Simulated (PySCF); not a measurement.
The vertical singlet excitations below were computed for one of the candidates. The calculation used PySCF 2.14.0, density-fitted response routines, TDDFT CAM-B3LYP/def2-SVPD, vertical, gas phase, core orbitals frozen in the response. Geometries: GFN2-xTB, one conformer each.

| state | E (eV) | λ (nm) | f |
| --- | --- | --- | --- |
| S1 | 3.90 | 317.8 | 0.0005 |
| S2 | 5.74 | 215.9 | 0.416 |
| S3 | 6.94 | 178.7 | 0.018 |
| S4 | 7.09 | 174.8 | 0.0027 |
| S5 | 7.20 | 172.3 | 0.0040 |
| S6 | 7.53 | 164.7 | 0.0005 |
| S7 | 7.87 | 157.5 | 0.0045 |
| S8 | 7.91 | 156.7 | 0.0027 |

Question: Which structure fits? All have the formula C6H10O.
A. `C=C=C[C@H](C)OC`
B. `CC(=O)C=C(C)C`
C. `C1CC[C@H]2O[C@H]2C1`
D. `C=C/C(C)=C/CO`
E. `COC1=CCCC1`

Answer: B. Its S1, at 3.90 eV, is the lowest among the candidates; the nearest of the others has S1 at 5.68 eV. S1 is HOMO→LUMO (92%). Löwdin shares by element: HOMO oxygen 59%, carbon 29% or more; LUMO carbon 59% or more, oxygen 18% (atoms not listed hold the other 23%). At the same level the other candidates give, for their lowest levels:
- `C=C/C(C)=C/CO`: 5.68 eV (f 0.700); 6.35 eV (f 0.005); 6.79 eV (f 0.026); 6.89 eV (f 0.014); 6.92 eV (f 0.002); T1 3.22 eV; HOMO -7.82, LUMO 0.27 eV
- `C=C=C[C@H](C)OC`: 5.98 eV (f 0.000); 6.27 eV (f 0.000); 7.16 eV (f 0.014); 7.29 eV (f 0.050); 7.35 eV (f 0.027); T1 4.68 eV; HOMO -8.78, LUMO 1.25 eV
- `C1CC[C@H]2O[C@H]2C1`: 7.68 eV (f 0.025); 8.03 eV (f 0.001); 8.24 eV (f 0.014); 8.33 eV (f 0.022); 8.43 eV (f 0.023); T1 7.51 eV; HOMO -9.14, LUMO 1.39 eV
- `COC1=CCCC1`: 6.07 eV (f 0.009); 6.72 eV (f 0.001); 6.80 eV (f 0.025); 6.85 eV (f 0.205); 7.38 eV (f 0.041); T1 4.46 eV; HOMO -7.52, LUMO 1.41 eV

The values belong to the conformer `[CH3:1][C:2](=[O:3])[CH:4]=[C:5]([CH3:6])[CH3:7]`: C1–C2–C4–C5 -173°.
Triplets come from the Tamm–Dancoff approximation.
